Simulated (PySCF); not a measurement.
**Core-level binding energies of `[F][Ge]([F])([F])[F]`**

Species: GeF4.
Geometry (PBE0-D3(BJ)/def2-SVP, Å), atoms numbered from 1 in this order:
```
atom  x, y, z in Å
F1     1.3267   -1.1029   -0.0788
Ge2    0.0187   -0.0213   -0.0198
F3     0.6086    1.5709   -0.0110
F4    -0.9756   -0.2531   -1.3769
F5    -0.8863   -0.2983    1.3900
```

Theory: delta-SCF UKS SCAN, pcX-2 on the ionised atom, pcseg-1 elsewhere, spin-free X2C (PySCF 2.14.0). Vertical ΔSCF values, vacuum level as zero.

Q: Give the core binding energies atom by atom.

A: 
```
    atom(s)  bonded to  level  binding energy (eV)  count
F1/F3/F4/F5         Ge   F 1s               693.77      4
```

Q: Give the binding energy of F 1s of F1/F3/F4/F5 in hartree and in kJ/mol.

A: 693.77 eV = 25.4956 Eh = 66939 kJ/mol.

Q: Which photon wavelength matches the F 1s of F1/F3/F4/F5 threshold?

A: λ = hc/E = 12398.42 eV Å / 693.77 eV = 17.871 Å.

Atoms equivalent by their bonding share one computed value, that of the first of them. No level of germanium is listed. Isolated species at its PBE0-D3(BJ)/def2-SVP geometry, gas phase.

Hardware: one thread, Arm Neoverse V2 (aarch64), shared host with 96 logical CPUs at a one-minute load of 78. Cost: 2.6 s wall, 0.47 GiB resident at most.
